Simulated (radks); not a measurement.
Valence configurations of Ga IV (all share [Ar]). All-electron calculation, Dirac Kohn-Sham, BLYP, spin-unpolarised, spherical densities, point nucleus; open shells fill j = l - 1/2 first. Program: a radial shooting solver on a logarithmic mesh with Libxc functionals. Energies are relative to 3d10; eigenvalues in eV.

3d10: E (eV) 0.000; e(3d3/2) -52.754; e(3d5/2) -52.282
3d9.5 4s0.5: E (eV) 8.362; e(3d3/2) -56.938; e(3d5/2) -56.450; e(4s1/2) -38.281
3d9.5 4p0.5: E (eV) 13.058; e(3d3/2) -57.642; e(3d5/2) -57.153; e(4p1/2) -29.278
3d9 4s1: E (eV) 18.197; e(3d3/2) -61.338; e(3d5/2) -60.834; e(4s1/2) -39.632
3d9 4p1: E (eV) 27.903; e(3d3/2) -62.714; e(3d5/2) -62.209; e(4p1/2) -30.674
3d8 4s2: E (eV) 42.649; e(3d3/2) -70.716; e(3d5/2) -70.178; e(4s1/2) -42.352
3d8 4s1 4p1: E (eV) 52.929; e(3d3/2) -72.038; e(3d5/2) -71.499; e(4p1/2) -32.767; e(4s1/2) -43.099
3d8 4p2: E (eV) 63.310; e(3d3/2) -73.326; e(3d5/2) -72.786; e(4p1/2) -33.391
3d7 4p3: E (eV) 107.38; e(3d3/2) -84.611; e(3d5/2) -84.035; e(4p1/2) -36.068; e(4p3/2) -35.601

NIST lists [Ar] 3d10 as the ground configuration; this level of theory agrees among the configurations tried. The energies are those of spherical spin-averaged densities, not of single terms.
